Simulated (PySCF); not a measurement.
Sn(H)2(Cl)(Et), SMILES C[CH2][SnH2][Cl], PBE0/def2-SVP optimised geometry.

```
11

Sn    -1.57     0.27     0.00
Cl    -2.19    -0.72     2.07
C      0.58     0.27     0.00
C      1.18    -1.11     0.27
H     -2.26    -0.74    -1.21
H     -2.28     1.83     0.00
H      0.90     0.67    -0.97
H      0.89     1.00     0.76
H      0.91    -1.83    -0.52
H      2.28    -1.06     0.31
H      0.83    -1.52     1.22
```

Density from PBE0/def2-TZVP, def2 effective core potentials past Kr (PySCF) at that geometry. The core electrons that the potentials of Sn replace are not part of the density.

Minimum of the electron density along straight lines between bonded atoms, close to the bond critical point (lines longer than 1.1 times the sum of covalent radii, or with two minima, are not listed):

```tsv
bond	length / Å	ρ at the minimum / e bohr⁻³	∇²ρ there / e bohr⁻⁵	position (fraction from the first atom)
Sn1–Cl2	2.371	0.082	0.17	0.47
Sn1–C3	2.154	0.107	0.09	0.51
C3–C4	1.522	0.244	-0.59	0.51
Sn1–H5	1.715	0.114	0.07	0.63
Sn1–H6	1.714	0.114	0.07	0.63
C3–H7	1.103	0.269	-0.89	0.64
C3–H8	1.101	0.271	-0.90	0.64
C4–H9	1.102	0.272	-0.91	0.64
C4–H10	1.102	0.271	-0.91	0.64
C4–H11	1.101	0.273	-0.92	0.64
```
